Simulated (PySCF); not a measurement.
SeCl₂, SMILES Cl[Se]Cl. Coordinates come from a PBE0-D3(BJ)/def2-TZVP optimisation. The isomer is the one that the SMILES or the coordinates give; other isomers of the formula were not compared.

Computed equilibrium geometry at PBE0-D3(BJ)/def2-TZVP (PySCF confirms it by a frequency run) as bond lengths and angles, and its point group:
point group C2v.
Atoms: Se1 Cl2 Cl3. Bonded distances (Å): Se1–Cl2 2.147, Se1–Cl3 2.147. Angles (°): Cl2–Se1–Cl3 101.5.
